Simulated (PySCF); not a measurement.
**TDDFT excited states: C2H6MoO2S2**

MoO2(SMe)2, C2H6MoO2S2 (singlet state).
Bonds: Mo1–O2, Mo1–O3, Mo1–S4, Mo1–S9, S4–C5, S9–C10. Hydrogens: H6, H7, H8 on C5; H11, H12, H13 on C10.

Method used: TDDFT CAM-B3LYP/def2-SVPD, vertical, gas phase, core orbitals frozen in the response, def2 core potentials past Kr (PySCF 2.14.0, density-fitted response routines). Isolated species at its PBE0-D3(BJ)/def2-SVP geometry, gas phase. Spin–orbit coupling is left out.

| state | E (eV) | E (kJ/mol) | λ (nm) | f | \|μ\| (D) | main configurations (H = HOMO, L = LUMO) |
| --- | --- | --- | --- | --- | --- | --- |
| S1 | 3.64 | 351 | 340.4 | 0.102 | 2.71 | H→L (88%) |
| S2 | 3.82 | 369 | 324.4 | 0.0057 | 0.63 | H→L+1 (95%) |
| S3 | 4.29 | 414 | 288.9 | 0.0037 | 0.47 | H-1→L (66%), H→L+2 (17%), H-2→L (8%) |
| S4 | 4.34 | 419 | 285.6 | 0.011 | 0.82 | H-2→L (75%), H→L+2 (8%) |
| S5 | 4.46 | 430 | 278.0 | 0.0075 | 0.66 | H→L+2 (55%), H-1→L+1 (17%), H-1→L (12%) |
| S6 | 4.51 | 436 | 274.6 | 0.0050 | 0.54 | H-1→L+1 (65%), H→L+2 (14%) |
| S7 | 4.73 | 456 | 262.3 | 0.0051 | 0.53 | H-4→L+1 (85%), H-4→L (8%) |
| S8 | 4.80 | 463 | 258.3 | 0.0025 | 0.37 | H-4→L (70%), H-2→L+1 (15%), H-4→L+1 (10%) |
| S9 | 4.91 | 473 | 252.7 | 0.012 | 0.81 | H-3→L (86%), H-2→L+2 (8%) |
| S10 | 5.12 | 494 | 242.0 | 0.0014 | 0.27 | H→L+3 (54%), H-1→L+2 (32%) |

Triplets, Tamm–Dancoff:

```csv
state,E (eV),λ (nm),"main configurations (H = HOMO, L = LUMO)"
T1,2.76,448.7,H→L (98%)
T2,3.56,347.9,"H-1→L (64%), H→L+1 (27%)"
T3,3.63,341.6,"H→L+1 (63%), H-1→L (28%)"
T4,4.02,308.2,H-2→L (91%)
```

The lowest singlet comes at 340 nm (351 kJ/mol) in the ultraviolet; it is of moderate strength; its leading configuration is HOMO→LUMO (88%). The lowest level is also the most intense of those listed (f = 0.102). For S1 the Löwdin share of molybdenum is at most 6% in HOMO and 54% in LUMO (ligand-to-metal charge transfer by this measure). Of the 10 states listed, 3 reach f = 0.01 and none stays under 0.0005. Orbital energies (eV): HOMO-3 -10.44, HOMO-2 -10.05, HOMO-1 -9.66, HOMO -8.61, LUMO -2.01, LUMO+1 -1.44, LUMO+2 -0.80. No computed singlet lies in the visible range (380 to 750 nm); the lowest, at 340 nm, stands 0.38 eV above its violet end (3.26 eV); a Tamm–Dancoff triplet lies at 449 nm, without intensity as long as spin–orbit coupling is left out. All these states lie below the vertical ionisation energy of 9.22 eV (ΔSCF). Singlets were solved by full linear response, triplets in the Tamm–Dancoff approximation.
